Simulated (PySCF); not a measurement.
2,2-difluoropropanoic acid, C3H4F2O2, SMILES CC(F)(F)C(=O)O, point group Cs.

Level: PBE0/pcSseg-1 in PySCF (density fitting, grid level 2); geometry and Hessian at that level, cubic constants and property derivatives from steps of ±0.6 along each species' dimensionless normal coordinates, second-order vibrational perturbation theory. The parent has the commonest isotopes.

Equilibrium geometry (Å):

```csv
atom,x,y,z
C1,-1.4637,-0.1574,0.1829
C2,-0.1687,0.5317,-0.1109
F3,-0.1935,1.0777,-1.3574
F4,0.0328,1.5559,0.7631
C5,1.0617,-0.3880,-0.0333
O6,1.0046,-1.5530,0.2464
O7,2.1798,0.2740,-0.3128
H8,-1.4447,-0.5768,1.1911
H9,-2.2699,0.5766,0.1025
H10,-1.6281,-0.9669,-0.5315
H11,2.9113,-0.3631,-0.2438
```

(1) Give the equilibrium and ground-state rotational constants (MHz) of parent; ¹³C at 2.

(2) How is the parent's vibrational correction B0 − Be made up?

(3) And its quartic centrifugal distortion constants from the harmonic force field?

A mode lies under 250 cm⁻¹, where this perturbation treatment is rough. Internal rotors are held in one well.

## Answers

(1) 
```
 species      Ae      Be      Ce      A0      B0      C0  Δ0 (u Å²)  harmonic ZPE (cm⁻¹)
  parent  3672.9  2471.4  2036.5  3649.3  2451.9  2025.8    -95.125                16481
¹³C at 2  3672.8  2467.3  2033.7  3649.6    2448  2023.1    -95.115                16423
```

Δ0 = Ic − Ia − Ib from the ground-state constants.

(2) 
| axis | harmonic | Coriolis | cubic | total (MHz) |
| --- | --- | --- | --- | --- |
| a | 3.26 | -16.2 | -10.5 | -23.5 |
| b | 2.58 | -5.73 | -16.4 | -19.5 |
| c | 1.77 | -1.08 | -11.4 | -10.7 |

(3) Asymmetric top, A reduction, Ir representation: ΔJ = 0.248 kHz, ΔJK = 4.41 kHz, ΔK = -4.24 kHz, δJ = 0.0503 kHz, δK = -13.2 kHz.
